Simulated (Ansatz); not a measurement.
**Question.** Name a neutral molecule of Cu, F, N, P and H with HOMO energy (B3LYP/def2-TZVPP) between -5.70 and -5.40 eV and LUMO energy (B3LYP/def2-TZVPP) between -1.90 and -1.60 eV (Ansatz, PBE0-D4/def2-TZVP geometry).

**Answer.** `[NH2][Cu-][P+](F)(F)F` (-5.63 eV, -1.64 eV). Other molecules can fit too; these were computed, each in one conformer that needn't be the lowest.

B3LYP here is the variant with VWN-RPA as its local correlation; programs differ in this.
